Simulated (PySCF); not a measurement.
**How methods differ on the ionisation energy of Hg⁶⁴⁺**

Hg⁶⁴⁺ [Ne] 3s2 3p4 (3P) → Hg⁶⁵⁺ [Ne] 3s2 3p3 (4S), as a difference of total energies. Calculation: PySCF 2.14, in an even-tempered Gaussian basis (17 s from 18 bohr⁻², ratio 2.5; 12 p from 23 bohr⁻², ratio 2.5; 4 d from 95 bohr⁻², ratio 2.7; 4 f from 140 bohr⁻², ratio 2.7); the spin-free X2C one-electron Hamiltonian (Gaussian nucleus). Correlated levels: outer shells: 1s2 frozen; virtual orbitals above 40 to 60 times the deepest correlated orbital energy dropped. The calculations carry no spin-orbit coupling.

| method | ionisation energy (eV) |
| --- | --- |
| UHF | 7354.3 |
| LDA | 7356.8 |
| PBE | 7358.6 |
| PBE0 | 7358.1 |
| r2SCAN | 7357.8 |
| TPSSh | 7358.6 |
| BP86 | 7360.3 |
| MP2 (outer shells) | 7355.6 |
| SCS-MP2 (outer shells) | 7355.6 |

Spin-orbit coupling is strong in these open shells (close to jj coupling). The scalar numbers leave it out and a first-order estimate fails, so it can dominate the gap to the real levels.

The ground level that NIST lists for one species does not belong to the high-spin term computed here, so part of any gap is the choice of state.

Breit and QED terms and the two-electron picture change are absent.

For comparison: 7211 ± 24 eV (theoretical estimate listed by NIST; NIST Atomic Spectra Database, ionization energies).
